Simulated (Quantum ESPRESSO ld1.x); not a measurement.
The numbers below are computed, except where a source is named.
Mean orbital radii <r> (bohr) of the krypton ion Kr+, [Ar] 3d10 4s2 4p5, of relativity; Dirac values are averaged over j with weights 2j + 1. Spin-unpolarised spherical Kohn-Sham, BLYP, point nucleus, ld1.x of Quantum ESPRESSO 7.5. A level marked "c x" has the speed of light scaled by that factor and shares open shells by 2j + 1; other Dirac levels either fill j = l - 1/2 first or share by 2j + 1.

| shell | non-rel. |
|---|---|
| 1s | 0.04245 |
| 2s | 0.1878 |
| 2p | 0.1619 |
| 3s | 0.5417 |
| 3p | 0.5454 |
| 3d | 0.5537 |
| 4s | 1.564 |
| 4p | 1.840 |
| 5s (empty) | 4.524 |
| 4d (empty) | 3.879 |

Give the values at the level "Dirac, c x 1.5".

Answer. 
shell       Dirac, c x 1.5  change of magnitude (%)
1s                 0.04203                    -1.00
2s                  0.1858                    -1.07
2p                  0.1610                    -0.51
3s                  0.5367                    -0.92
3p                  0.5433                    -0.40
3d                  0.5546                    +0.16
4s                   1.551                    -0.80
4p                   1.837                    -0.16
5s (empty)           4.498                    -0.58
4d (empty)           3.915                    +0.93
